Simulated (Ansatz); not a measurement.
C7H18Ge⁺, that is Ge(tBu)Me3 with one electron fewer. Total charge 1; doublet. Geometry PBE-D4/def2-SVP, that of the neutral singlet; atoms count from 1.

```xyz
26

Ge    0.657    0.525   -0.390
C    -0.770   -0.615    0.457
C    -0.863   -1.949   -0.303
C    -2.114    0.126    0.381
C    -0.397   -0.875    1.926
H    -1.637   -2.608    0.155
H    -1.145   -1.801   -1.366
H     0.096   -2.508   -0.282
H    -2.411    0.344   -0.667
H    -2.088    1.090    0.930
H    -2.928   -0.488    0.832
H    -0.306    0.068    2.505
H     0.564   -1.422    2.019
H    -1.178   -1.493    2.426
C     2.432   -0.295   -0.113
H     3.212    0.289   -0.644
H     2.452   -1.332   -0.503
H     2.690   -0.319    0.964
C     0.652    2.327    0.418
H     1.493    2.929    0.018
H     0.762    2.265    1.519
H    -0.295    2.857    0.189
C     0.327    0.694   -2.330
H    -0.682    1.110   -2.522
H     0.402   -0.292   -2.830
H     1.075    1.373   -2.788
```

(1) Estimate the Mulliken populations from the PBE0/def2-TZVP orbitals of Ansatz.

(2) Where does the spin sit?

(3) And the Mayer bond orders between bonded heavy atoms (over 0.3)?

## Answers

(1) 
```csv
atom,charge (e),spin (α − β)
Ge1,0.20,0.16
C2,-0.01,0.40
C3,-0.38,0.02
C4,-0.38,0.02
C5,-0.38,0.02
H6,0.20,0.06
H7,0.18,0.00
H8,0.17,0.00
H9,0.17,0.00
H10,0.18,0.00
H11,0.20,0.06
H12,0.17,0.00
H13,0.18,0.00
H14,0.20,0.06
C15,-0.42,0.05
H16,0.19,0.01
H17,0.17,0.00
H18,0.17,0.00
C19,-0.42,0.05
H20,0.19,0.01
H21,0.17,0.00
H22,0.17,0.00
C23,-0.42,0.05
H24,0.17,0.00
H25,0.17,0.00
H26,0.19,0.01
```
Mulliken values and Mayer orders depend strongly on the basis.

(2) Summed by element: Ge 0.16, C 0.62, H 0.22, of 1 unpaired in all. Largest on single atoms: C2 0.40, Ge1 0.16, H11 0.06.

(3) Ge1–C2 0.53 (2.01 Å); Ge1–C15 1.01 (1.97 Å); Ge1–C19 1.01 (1.97 Å); Ge1–C23 1.01 (1.97 Å); C2–C3 1.01 (1.54 Å); C2–C4 1.01 (1.54 Å); C2–C5 1.01 (1.54 Å).
